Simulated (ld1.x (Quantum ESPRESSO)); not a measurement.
**An all-electron radial function and its pseudo partner (Hg)**

Columns: radius, all-electron u(r) and pseudo u(r) of the 5s shell (level -118.18 eV) of mercury in the configuration [Kr] 4d10 4f14 5s2 5p6 5d10 6s2 6p0; PBE, scalar-relativistic, TM scheme, ld1.x (Quantum ESPRESSO) 7.5.

| r (bohr) | all-electron | pseudo |
| --- | --- | --- |
| 0.093 | 0.2133 | 0.0493 |
| 0.185 | 0.1804 | 0.1114 |
| 0.278 | -0.6184 | 0.2036 |
| 0.370 | -0.5962 | 0.3424 |
| 0.463 | -0.0424 | 0.5442 |
| 0.555 | 0.5543 | 0.7937 |
| 0.648 | 0.9864 | 1.0439 |
| 0.740 | 1.2091 | 1.2151 |
| 0.833 | 1.2676 | 1.2676 |
| 0.925 | 1.2149 | 1.2149 |
| 1.018 | 1.0991 | 1.0991 |
| 1.110 | 0.9575 | 0.9575 |
| 1.203 | 0.8098 | 0.8098 |
| 1.295 | 0.6724 | 0.6724 |
| 1.388 | 0.5486 | 0.5486 |
| 1.480 | 0.4433 | 0.4433 |
| 1.573 | 0.3541 | 0.3541 |
| 1.665 | 0.2815 | 0.2815 |
| 1.758 | 0.2219 | 0.2219 |
| 1.850 | 0.1746 | 0.1746 |
| 1.943 | 0.1364 | 0.1364 |
| 2.035 | 0.1066 | 0.1066 |
| 2.128 | 0.0827 | 0.0827 |
| 2.220 | 0.0643 | 0.0643 |
| 2.313 | 0.0498 | 0.0498 |
| 2.405 | 0.0385 | 0.0385 |

Task: How many radial nodes do the two functions have?

Result: The all-electron 5s function has n − l − 1 = 4 (the table is too coarse to show those close to the nucleus); the pseudo-wave has 0, since the states of the same l below it are removed with the core.

Task: At about which radius was the pseudo-wave matched?

Result: 0.95 bohr. The columns agree to 0.0005 from 0.83 bohr on; several derivatives are matched, so the curves merge somewhat inside the radius.

Task: Where does each function peak?

Result: Outermost all-electron maximum near 0.83 bohr, pseudo maximum near 0.83 bohr (to the table’s step).

Task: Is the pseudo-wave norm-conserving?

Result: Yes: the TM scheme keeps the norm inside the radius equal to the all-electron one, which fixes the energy derivative of the logarithmic derivative at the level.
